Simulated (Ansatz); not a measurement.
Born–Oppenheimer molecular dynamics of AlClH$_{3}$NO (7 atoms, charge 0, multiplicity 1). It starts from a relaxed structure.

The calculation used RKS PBE0-D4/6-31G* (Ansatz 0.2.0).

```json
{
  "ensemble": "NVE (velocity Verlet)",
  "time step": "0.5 fs",
  "steps asked": "100",
  "starting velocities drawn for": "2000 K",
  "masses": "H 2.014 u",
  "seed": "490188"
}
```

First frame:

```xyz
7
Properties=species:S:1:pos:R:3
Al 0.076 -0.174 0.141
N -0.045 0.039 1.883
H -0.913 0.151 2.386
H 0.748 0.066 2.507
O 1.599 -0.358 -0.593
H 1.675 -0.479 -1.544
Cl -1.688 -0.197 -1.011
```

(1) How far do the bonds stretch over the last three quarters of this one trajectory? (Pairs bonded in most of those frames.)

## Answers

(1) 
```json
{"bond": "Al1–N2", "mean (Å)": "1.770", "spread (Å)": "0.049", "shortest": "1.70", "longest": "1.84"}
{"bond": "Al1–O5", "mean (Å)": "1.698", "spread (Å)": "0.041", "shortest": "1.66", "longest": "1.78"}
{"bond": "Al1–Cl7", "mean (Å)": "2.131", "spread (Å)": "0.037", "shortest": "2.04", "longest": "2.18"}
{"bond": "N2–H3", "mean (Å)": "1.029", "spread (Å)": "0.063", "shortest": "0.93", "longest": "1.11"}
{"bond": "N2–H4", "mean (Å)": "1.024", "spread (Å)": "0.061", "shortest": "0.93", "longest": "1.11"}
{"bond": "O5–H6", "mean (Å)": "0.963", "spread (Å)": "0.013", "shortest": "0.94", "longest": "0.99"}
```

Mean temperature of the second half: 732 K. The conserved energy stayed within 0.85 meV per atom of its start (net change 0.64 meV per atom), so the integration is sound. A run of 0.05 ps of so small a system gives no equilibrium averages.

The run took 4.2 min on 1 thread of Arm Neoverse V2, on a shared host, peak memory 0.14 GiB.
